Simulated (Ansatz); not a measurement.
Relaxation of C2H9AlClN (14 atoms, charge 0, multiplicity 1), to a largest force component of 0.03 eV/Å in at most 50 steps.

Method: Ansatz, UKS B3LYP-D4/6-31G.

```xyz
14
Properties=species:S:1:pos:R:3
Al -1.598 0.716 0.640
N -0.168 -0.260 -0.101
C 0.545 -1.316 0.638
C 0.177 -0.213 -1.532
H -2.347 1.702 -0.362
H -1.887 0.414 2.178
H 1.033 1.578 0.612
Cl 1.223 2.776 1.166
H 0.280 -1.283 1.699
H 0.294 -2.316 0.254
H 1.635 -1.198 0.553
H -0.353 0.608 -2.025
H -0.090 -1.150 -2.043
H 1.256 -0.058 -1.677
```

**Question.** Where does it end, and by what steps?

**Answer.** The forces met the threshold. Limits of this set-up: no polarisation functions. After 19 steps the energy has fallen by 2.332 eV; Cl8 moved furthest, 1.30 Å. Parted: H7–Cl8 (1.33 → 2.71 Å). Joined: Al1–Cl8 (3.53 → 2.28 Å), N2–H7 (2.31 → 1.03 Å).

```tsv
step	energy less start (eV)	largest force component (eV/Å)	accepted
0	0.0000	0.842	yes
1	-0.1185	0.456	yes
2	-0.2329	0.464	yes
3	-0.3713	0.709	yes
4	-0.5942	0.972	yes
5	-0.7737	1.382	yes
6	-0.7303	5.263	no
7	-0.9665	1.026	yes
8	-1.1586	0.840	yes
9	-1.4013	1.025	yes
10	-1.7235	0.999	yes
11	-1.9671	0.442	yes
12	-2.1388	0.464	yes
13	-2.2321	0.552	yes
14	-2.3084	0.187	yes
15	-2.2557	1.061	no
16	-2.3239	0.083	yes
17	-2.3306	0.051	yes
18	-2.3316	0.035	yes
19	-2.3317	0.008	yes
```

```xyz
14
Properties=species:S:1:pos:R:3
Al -1.272 1.065 0.759
N 0.366 0.083 -0.020
C 0.650 -1.204 0.690
C 0.273 -0.091 -1.504
H -2.188 1.369 -0.519
H -1.751 0.126 1.965
H 1.117 0.751 0.189
Cl -0.045 2.859 1.441
H 0.768 -1.008 1.756
H -0.196 -1.880 0.552
H 1.558 -1.674 0.295
H 0.127 0.884 -1.972
H -0.589 -0.720 -1.735
H 1.181 -0.561 -1.898
```

Whether the end is a true minimum wasn't checked by a vibrational analysis.

Run time: 57 s on 2 threads of AMD EPYC 9R14 (Zen 4) (shared host), peak memory 0.28 GiB.
